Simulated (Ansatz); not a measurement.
Reaction (redistribution): `Cl[SiH2]S[SiH2]Cl` + `C=C[SiH2][GeH3]` → `C=C[SiH2][SiH2]Cl` + `Cl[SiH2][S][GeH3]`

Computed with Ansatz on PBE0-D4/def2-TZVP structures; ΔE is electronic, products minus reactants. CBS: MP2 limit from def2 TZ/QZ plus the TZ coupled-cluster correction, frozen cores. Functionals use def2-TZVPP. For Ge outer-core shells are correlated without core-valence functions, which leaves a few kJ/mol of doubt a bond. Scalar relativity is left out up to krypton. One conformer a species, not always the lowest.

```json
{"species": "`Cl[SiH2]S[SiH2]Cl`", "B2PLYP energy (Eh)": "-1899.56997"}
{"species": "`C=C[SiH2][GeH3]`", "B2PLYP energy (Eh)": "-2446.95905"}
{"species": "`C=C[SiH2][SiH2]Cl`", "B2PLYP energy (Eh)": "-1119.24376"}
{"species": "`Cl[SiH2][S][GeH3]`", "B2PLYP energy (Eh)": "-3227.27189"}
```

Q: Work out ΔE.

A: ΔE = (-1119.24376) + (-3227.27189) − (-1899.56997) − (-2446.95905) = 0.01337 Eh = +35.1 kJ/mol. CCSD(T)/CBS gives +37.6 kJ/mol.

Largest T1 diagnostic among the species: 0.012.

The D4 term adds +4.6 kJ/mol with B3LYP and +2.5 kJ/mol with PBE0; it sums over pairs of atoms, weighted by their polarisabilities, and B3LYP, whose exchange is more repulsive, gets the larger term. In def2-TZVPP, CCSD(T) changes the Hartree–Fock value by +8.2 kJ/mol (the triples alone add +0.9 kJ/mol) and MP2 by +12.5 kJ/mol.

B3LYP here is the variant with VWN-RPA as its local correlation; programs differ in this.
